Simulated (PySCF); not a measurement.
**Electron correlation in Sr(27+) (strontium, charge +27)**

[Ne] 3s1, 2S determinant. All numbers are calculated (PySCF 2.14, the spin-free X2C one-electron Hamiltonian (Gaussian nucleus), in an uncontracted even-tempered set (18 s from 3.4 bohr⁻², ratio 2.5; 11 p from 4.4 bohr⁻², ratio 2.5; 5 d from 17 bohr⁻², ratio 2.7; 4 f from 25 bohr⁻², ratio 2.7)). Frozen: 1s2; 9 electrons correlated; the 19 highest virtual orbitals of each spin left out.

```
  level  correlation energy (mhartree)
   CCSD                        -324.39
    (T)                          -0.20
CCSD(T)                        -324.59
```

Diagnostics: T1 = 0.00016, D1 = 0.0006, largest double amplitude 0.003.

Cost of the coupled-cluster step: of the order of 30 core-seconds, for 9 correlated electrons.

Iterations:

```
CC2 = 0
CCSD nocc = (np.int64(5), np.int64(4)), nmo = (84, 84)
frozen orbitals [[0, 85, 86, 87, 88, 89, 90, 91, 92, 93, 94, 95, 96, 97, 98, 99, 100, 101, 102, 103], [0, 85, 86, 87, 88, 89, 90, 91, 92, 93, 94, 95, 96, 97, 98, 99, 100, 101, 102, 103]]
max_cycle = 100
direct = 0
conv_tol = 1e-08
conv_tol_normt = 1e-06
diis_space = 8
diis_start_cycle = 0
Init t2, MP2 energy = -0.322411371843938
Init E_corr(UCCSD) = -0.322411371843938
cycle = 1  E_corr(UCCSD) = -0.324286006957239  dE = -0.00187463511  norm(t1,t2) = 0.000861837
cycle = 2  E_corr(UCCSD) = -0.324384822890321  dE = -9.88159331e-05  norm(t1,t2) = 5.29756e-05
cycle = 3  E_corr(UCCSD) = -0.324388517328852  dE = -3.69443853e-06  norm(t1,t2) = 4.11564e-06
cycle = 4  E_corr(UCCSD) = -0.324388469815581  dE = 4.75132707e-08  norm(t1,t2) = 3.79936e-08
cycle = 5  E_corr(UCCSD) = -0.32438846861987  dE = 1.19571109e-09  norm(t1,t2) = 1.55219e-09
UCCSD converged
E(UCCSD) = -2664.388187120975  E_corr = -0.3243884686198702
UCCSD(T) correction = -0.000199574501586347
```

At this charge the one-electron X2C treatment keeps the bare 1/r₁₂, with no two-electron picture change or Breit term. The effect here is smaller than on the frozen 1s shell; and a scalar Hamiltonian misses the large spin-orbit splitting of the p shells, which matters for ns² → np² pairs.
